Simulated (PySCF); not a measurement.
# Radial density of C (carbon, neutral)

M06-L, [He] 2s2 2p2, high-spin 3P determinant. Calculation: PySCF 2.14, in jorge-DZP-DKH (4s2p1d, 15 functions); the spin-free X2C one-electron Hamiltonian (Gaussian nucleus).

```tsv
r (bohr)	4πr²ρ (e/bohr)	4πr²(ρα − ρβ)
0.00383	0.02269	0.0000
0.00644	0.06282	0.0001
0.0108	0.1687	0.0003
0.0182	0.4318	0.0008
0.0306	1.050	0.0018
0.0515	2.307	0.0042
0.0867	4.307	0.0091
0.146	6.090	0.0231
0.245	5.494	0.0787
0.412	2.602	0.2791
0.694	1.605	0.7648
1.17	2.390	1.1343
1.96	1.481	0.6948
3.30	0.2561	0.1368
5.55	0.005182	0.0046
```

Densities and radii are taken from the X2C orbitals without a picture-change correction, which distorts them close to the nucleus.
